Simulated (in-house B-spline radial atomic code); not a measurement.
In⁺. Computed with a B-spline radial atomic code. Model: non-relativistic spherical atom: semilocal Troullier-Martins pseudo-atom, one channel per l, against all electrons, high spin, G0W0 and RPA with empty states to l = 8, local potential for every l without a channel, a model core (radius 0 = none) keeps its share of the functional.

Without relativity these are model numbers for so heavy an element.

What the tables leave out is listed at the end.

The pseudopotential gives back the lowest level of each angular momentum of its own functional in the configuration it was made in; a second state of the same l is only approximately right. Exact exchange, RPA and GW see the smooth pseudo-orbitals and miss the exchange with the core, for which the functional's share stands in. The column with an uncorrelated core keeps all orbitals and exact exchange, and so separates missing core correlation from pseudisation. Only the three outermost levels and the lowest empty one were computed. RPA here is direct RPA, with no exchange kernel, and its energies carry an (l + 1/2)⁻⁴ tail. A hybrid on a potential with a model core restores only its own semilocal share of the core's exchange.

Command:
```bash
python run_psgw.py task.json out
```
Settings (lengths in bohr, energies in hartree):
```
Z                      49
electrons              48
configuration          [Kr] 4d10 5s2
generated_in           [Kr] 4d10 5s2
functional             pbe,pbe
core_shells            8
radius_factor          1.3
core_correction        False
ion_configuration      [Kr] 4d10 5s1
```

Run time, properties included: 81 s on 1 thread of Arm Neoverse N1 (shared host).

Given: made with PBE; model core radius 0 bohr; local radius 1.541 bohr; mean-field start PBE.

Valence shells of the generating configuration: 4d, 5s.

Channel: s 2.868, p 3.4, d 1.213 (radii in bohr).

Computed: largest level miss in the spin-unpolarised generating configuration 0.001 eV; valence RPA correlation energy all-electron orbitals -0.71045 hartree; all-electron RPA polarisability, core included 22.166 bohr³; pseudo-atom RPA polarisability 22.128 bohr³; ionisation by mean-field all-electron 18.126 eV; ionisation by RPA all-electron 18.463 eV; ionisation by RPA pseudo minus all 0.741 eV.

```
     level  occupied  mean-field all-electron (eV)  mean-field pseudo minus all (eV)  G0W0 all-electron (eV)  G0W0 uncorrelated core minus all (eV)  G0W0 pseudo minus all (eV)  exchange self-energy all-electron (eV)  exchange self-energy pseudo (eV)
        5s         1                        -14.23                                 0                 -18.319                                  0.031                      -0.434                                 -13.174                           -12.089
5p (empty)         0                       -8.4685                                 0                 -5.9044                                  0.018                      -0.193                                 -3.8851                           -3.4747
```

(1) What is the ionisation by mean-field pseudo minus all?

(2) What is the valence RPA correlation energy pseudo?

Given: mean-field start PBE0.

Computed: valence RPA correlation energy all-electron orbitals -0.66866 hartree; all-electron RPA polarisability, core included 20.093 bohr³; pseudo-atom RPA polarisability 19.628 bohr³; ionisation by mean-field all-electron 17.832 eV; ionisation by mean-field pseudo minus all 0.191 eV; ionisation by RPA all-electron 18.287 eV.

| level | occupied | mean-field all-electron (eV) | mean-field pseudo minus all (eV) | G0W0 all-electron (eV) | G0W0 uncorrelated core minus all (eV) | G0W0 pseudo minus all (eV) | exchange self-energy all-electron (eV) | exchange self-energy pseudo (eV) |
| --- | --- | --- | --- | --- | --- | --- | --- | --- |
| 5s | 1 | -15.015 | -0.182 | -18.26 | 0.034 | -0.581 | -12.997 | -12.15 |
| 5p (empty) | 0 | -7.6793 | -0.165 | -5.8614 | 0.018 | -0.175 | -3.6236 | -3.4331 |

(3) What is the valence RPA correlation energy pseudo?

(4) What is the ionisation by RPA pseudo minus all?

Given: mean-field start Hartree-Fock.

Computed: valence RPA correlation energy all-electron orbitals -0.57087 hartree; valence RPA correlation energy pseudo -0.90626 hartree; all-electron RPA polarisability, core included 17.074 bohr³; pseudo-atom RPA polarisability 15.819 bohr³; ionisation by mean-field pseudo minus all 0.686 eV; ionisation by RPA pseudo minus all 0.849 eV.

| level | occupied | mean-field all-electron (eV) | mean-field pseudo minus all (eV) | G0W0 all-electron (eV) | G0W0 uncorrelated core minus all (eV) | G0W0 pseudo minus all (eV) | exchange self-energy all-electron (eV) | exchange self-energy pseudo (eV) |
| --- | --- | --- | --- | --- | --- | --- | --- | --- |
| 5s | 1 | -16.519 | -0.721 | -18.07 | 0.038 | -0.929 | -12.257 | -12.073 |
| 5p (empty) | 0 | -5.0329 | -0.457 | -5.8144 | 0.013 | -0.236 | -2.6546 | -3.0097 |

(5) What is the ionisation by mean-field all-electron?

(6) What is the ionisation by RPA all-electron?

## Answers

(1) -0.023 eV.

(2) -1.0409 hartree.

(3) -1.0033 hartree.

(4) 0.769 eV.

(5) 16.27 eV.

(6) 17.875 eV.

Among the listed levels the largest G0W0 shift of the pseudo-atom is -0.93 eV, for 5s on the Hartree-Fock start, while leaving the core uncorrelated moves that level by +0.04 eV. So pseudisation and the lost core exchange, not the missing core correlation, make the error. Not in the tables (levels of low weight, unsolved or above zero; the highest and the empty levels are kept at any weight): on PBE the G0W0 levels 4d (pseudo minus all +3.39 eV, weights 0.59 and 0.74); on PBE0 the G0W0 levels 4d (pseudo minus all +4.52 eV, weights 0.34 and 0.77); on Hartree-Fock the G0W0 levels 4d (pseudo minus all +2.87 eV, weights 0.91 and 0.88).
